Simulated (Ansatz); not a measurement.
Mulliken charges of C2H5ClSi, SMILES `CC[Si]Cl` from r2SCAN/def2-TZVPP in Ansatz (PBE0-D4/def2-TZVP geometry).

| atom | x (Å) | y (Å) | z (Å) | charge (e) |
| --- | --- | --- | --- | --- |
| C1 | 0.482 | 0.815 | 0.079 | -0.110 |
| C2 | -0.740 | -0.050 | -0.179 | -0.185 |
| Si3 | -0.709 | -1.940 | -0.083 | 0.302 |
| Cl4 | 1.288 | -2.299 | 0.426 | -0.257 |
| H5 | 0.251 | 1.879 | -0.027 | 0.046 |
| H6 | 1.289 | 0.577 | -0.616 | 0.047 |
| H7 | 0.873 | 0.656 | 1.085 | 0.047 |
| H8 | -1.572 | 0.220 | 0.494 | 0.055 |
| H9 | -1.163 | 0.142 | -1.180 | 0.055 |

**Question.** By hand: the dipole of these point charges (1 e Å = 4.8032 D).

**Answer.** Σ q r = (-0.499, 0.089, -0.127) e Å, of length 0.523 e Å = 2.51 D.

**Question.** How does the dipole of the full density compare? (An estimate is asked.)

**Answer.** Computed: (-0.170, 0.349, -0.058) e Å, 1.89 D; the point charges give 1.33 times that, at 53° from its direction.

Point charges leave out the atoms' own dipoles, such as those of lone pairs, and Mulliken's split depends on the basis, so the two needn't agree.
